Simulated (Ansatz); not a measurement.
diisopropylamine (C$_{6}$H$_{15}$N), singlet, geometry from GFN2-xTB; PBE/STO-3G in Ansatz (a quantum-chemistry and plane-wave program).

Input for Ansatz:
Ansatz 0.2 input:
```yaml
crystal:
  periodic: [false, false, false]
  atoms:
    - {symbol: C, position_ang: [1.99301264, 0.80453849, 0.64558095]}
    - {symbol: C, position_ang: [1.21219436, -0.32879719, -0.03414266]}
    - {symbol: C, position_ang: [2.01273561, -0.89318156, -1.20739154]}
    - {symbol: N, position_ang: [-0.09105100, 0.08325417, -0.52651874]}
    - {symbol: C, position_ang: [-1.15470893, 0.20840754, 0.46053730]}
    - {symbol: C, position_ang: [-2.19506372, 1.20678600, -0.03871799]}
    - {symbol: C, position_ang: [-1.80052341, -1.16262615, 0.67318905]}
    - {symbol: H, position_ang: [2.19839145, 1.59918370, -0.07035599]}
    - {symbol: H, position_ang: [1.42482268, 1.22429216, 1.47342037]}
    - {symbol: H, position_ang: [2.93906202, 0.43554972, 1.03346573]}
    - {symbol: H, position_ang: [1.04721845, -1.12996469, 0.69455806]}
    - {symbol: H, position_ang: [1.45122733, -1.68988794, -1.68658645]}
    - {symbol: H, position_ang: [2.96641490, -1.28661032, -0.86508596]}
    - {symbol: H, position_ang: [2.20025378, -0.11415364, -1.94302064]}
    - {symbol: H, position_ang: [0.00808601, 0.94512869, -1.05244826]}
    - {symbol: H, position_ang: [-0.76874528, 0.56570221, 1.43323849]}
    - {symbol: H, position_ang: [-2.57361833, 0.89023169, -1.00773672]}
    - {symbol: H, position_ang: [-1.75934242, 2.19931896, -0.14137405]}
    - {symbol: H, position_ang: [-3.02677672, 1.26815577, 0.65863173]}
    - {symbol: H, position_ang: [-1.06825888, -1.88166769, 1.03002825]}
    - {symbol: H, position_ang: [-2.60319997, -1.09484972, 1.40321924]}
    - {symbol: H, position_ang: [-2.20405744, -1.52397109, -0.26865331]}
basis:
  gaussian:
    orbitals: STO-3G
hamiltonian:
  xc: pbe
```

Problem. Write the output that Ansatz gives for this input, abridged.

Solution. 
```
Functional definition: PBE
710 factors; integrals over basis functions are off by at most 3.5e-5 eV
mean field evaluation 1: about -7848.9904 eV, gradient 1.5e1 eV
mean field evaluation 2: about -7848.7292 eV, gradient 1.8e1 eV
mean field evaluation 4: about -7849.5790 eV, gradient 3.1e-1 eV
mean field evaluation 8: about -7849.3583 eV, gradient 7.2e-3 eV
mean field -7849.35828663 eV, -288.4585965476 hartree, gradient 6.4e-5 eV, S^2 0.000000; 0 other end points of the search recorded, 0 dependent functions left out
reference -7849.35831862 eV, -288.4585977230 hartree; 29, 29 occupied and 21, 21 virtual orbitals, 710 factors
Total energy: -7849.35831862 eV, -288.4585977230 hartree
```
